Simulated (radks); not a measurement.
Removal energies from the neodymium ion Nd9+, [Kr] 4d10 5s2 5p(1/2: 2, 3/2: 1), by Delta-SCF beside the eigenvalue of the level emptied. Calculated with a radial shooting solver on a logarithmic mesh with Libxc functionals: Dirac Kohn-Sham, PBE, spin-unpolarised, spherical densities, finite nucleus; Fermi nuclear charge, rms radius of each element as measured or else 0.836 A^(1/3) + 0.57 fm. Sub-shells are occupied by j as written (lower j first in brackets).

| removed from | final configuration | Delta-SCF (eV) | -eigenvalue (eV) |
|---|---|---|---|
| 5p3/2 | [Kr] 4d10 5s2 5p(1/2: 2, 3/2: 0) | 147.18 | 139.23 |
| 5p1/2 | [Kr] 4d10 5s2 5p(1/2: 1, 3/2: 1) | 152.81 | 144.59 |
| 5s1/2 | [Kr] 4d10 5s1 5p(1/2: 2, 3/2: 1) | 174.06 | 165.37 |
| 4d5/2 | [Kr] 4d(3/2: 4, 5/2: 5) 5s2 5p(1/2: 2, 3/2: 1) | 282.22 | 267.57 |
